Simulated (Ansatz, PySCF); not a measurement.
Gas-phase reaction (SMILES): FBF + O (H2O) → OB(F)F [difluoroborinic acid] + [H][H] (H2); water cleaves one B-H bond, a model of a ligand-exchange step.

Structures are relaxed separately at B3LYP-D3(BJ)/def2-TZVP in Ansatz (a first-principles code), one conformer each, not searched for the lowest. Cores are frozen in the correlated levels unless marked. No spin-orbit coupling. Non-relativistic. CBS(X,Y): correlation extrapolated as X^-3; Hartree-Fock from the larger set. Thermal terms are rigid-rotor harmonic-oscillator values from B3LYP-D3(BJ) frequencies (Ansatz or PySCF) at 298.15 K and 1 atm. 1 Eh = 627.5095 kcal/mol.

| species | E, CCSD(T)/CBS(cc-pVTZ,cc-pVQZ) (Ansatz) (Eh) | E, wB97M-V/def2-TZVPD (Ansatz) (Eh) | H - E (Eh) | G - E (Eh) |
|---|---|---|---|---|
| FBF | -225.08740 | -225.29049 | 0.02196 | -0.00581 |
| O (H2O) | -76.37426 | -76.43347 | 0.02495 | 0.00353 |
| OB(F)F | -300.32806 | -300.60377 | 0.02926 | -0.00168 |
| [H][H] (H2) | -1.17450 | -1.16077 | 0.01336 | -0.00144 |

### Question
Work out ΔE and ΔH, ΔG, ΔS and the equilibrium constant at 298.15 K at the first level, then ΔH at the second.

### Answer

1. ΔE = [(-300.32806) + (-1.17450)] - [(-225.08740) + (-76.37426)] = -0.04090 Eh = -25.7 kcal/mol at CCSD(T)/CBS(cc-pVTZ,cc-pVQZ).
2. The terms H - E add up to -0.00429 Eh, so ΔH = (-0.04090 + (-0.00429))×627.5095 = -28.4 kcal/mol.
3. The terms G - E add up to -0.00084 Eh, so ΔG = -26.2 kcal/mol, and ΔS = (-0.00429 - (-0.00084))×627509.5/298.15 = -7.3 cal/(mol K).
4. log10 K = -ΔG/(RT ln 10) = 19.2, with RT ln 10 = 1.3642 kcal/mol.
5. At wB97M-V/def2-TZVPD the same steps give ΔE = -25.5 and ΔH = -28.2 kcal/mol, a shift of +0.2 from the first level.
6. These values are not checked against measurement here, since the tables used lack a sound gas-phase enthalpy of formation for at least one species.
